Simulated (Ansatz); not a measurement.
Input for Ansatz (development build ahead of 0.2.0):

```yaml
crystal:
  periodic: [false, false, false]
  atoms:
    - { symbol: Mn, position_ang: [0.0, 0.0, 0.0] }
    - { symbol: B, position_ang: [0.0, 0.0, 2.0516] }
basis:
  gaussian: { orbitals: pcseg-2 }
total_charge: 1
magnetization:
  spin_polarized: true
  initial_magnetization: 1
hamiltonian:
  xc: pbe
```

The input is written out in the form of the current development build from the run's settings.

Output:

```
Converged                       : yes
Total energy                    : -1175.12959 hartree
Spin squared of the determinant : 2.344
Stability test                  : minimum
```

Caution: another spin multiplicity may lie lower; the unrestricted determinant is a mixture of spin states.
